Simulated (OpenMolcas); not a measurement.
Ge IV: CASPT2 settings compared

| Property | Result |
| --- | --- |
| Program | OpenMolcas 26.06 |
| Basis | ANO-RCC-VDZP [5s4p2d] |
| Scalar Hamiltonian | DKH2, point nucleus |
| Active space | 1 electron in 4 orbitals (4s 4p) |
| State averaging | 2S+1 = 2 even, 1 root; 2S+1 = 2 odd, 3 roots |
| Spin-orbit coupling | state interaction with AMFI integrals over the reference wave functions, term energies averaged over their components |

Methods on the same reference wave functions:
A. CASSCF
B. SS-CASPT2, IPEA 0.15 Eh, sigma2 regulariser 0.5 Eh (closed shells correlated: 3d)
C. SS-CASPT2, IPEA 0.1 Eh, no level shift (closed shells correlated: 3d)
D. XMS-CASPT2, IPEA 0.1 Eh, sigma2 regulariser 0.4 Eh (closed shells correlated: 3d)

Energies in cm⁻¹ above 4s ²S_1/2, the measured ground level; measured values from Sugar and Musgrove, J. Phys. Chem. Ref. Data 22, 1213 (1993).

| Level | A | B | C | D | Measured |
| --- | --- | --- | --- | --- | --- |
| 4s ²S_1/2 | 0.0 | 0.0 | 0.0 | 0.0 | 0.0 |
| 4p ²P°_1/2 | 80062 | 80286 | 80283 | 80244 | 81311 |
| 4p ²P°_3/2 | 82878 | 83101 | 83099 | 83059 | 84102 |

Deviations, from unrounded energies. A percentage is the sum of absolute deviations over the sum of measured energies, with the sign that they share, or ± where signs differ.

| Against measurement | Levels | A | B | C | D |
| --- | --- | --- | --- | --- | --- |
| mean absolute deviation (cm-1) | 2 | 1200 | 1000 | 1000 | 1100 |
| other configurations (%) | 2 | -1.5 | -1.2 | -1.2 | -1.3 |

B, C, D lie about equally close to measurement and A furthest from it. The largest miss of B in the table is 4p ²P°_1/2, by -1000 cm-1. The ranking rests on the paired levels alone, and a cruder setting can come out closer through cancelling errors.

Among B to D the level of the table that moves most is 4p ²P°_1/2, by 42 cm-1 (lowest in D, highest in B).

The lowest spin-free term lies below A's lowest term by 0.152 hartree in B, 0.152 hartree in C, 0.152 hartree in D.

The basis is small and was not contracted for so high a charge. With one active electron the reference holds no correlation, so core polarisation is missing (holds for A). With one active electron, CASPT2 adds the correlation within the correlated inactive shells and between them and that electron, and leaves the splitting within a term as the reference gives it (holds for B; C; D). Measured partners are found by configuration, term and J. A level has none where our copy of the source lacks it or the pairing is in doubt (some pairs that miss far off the trend of their configuration count as doubtful), and it then counts in no deviation. Only configurations of the active space appear.

° marks odd parity.
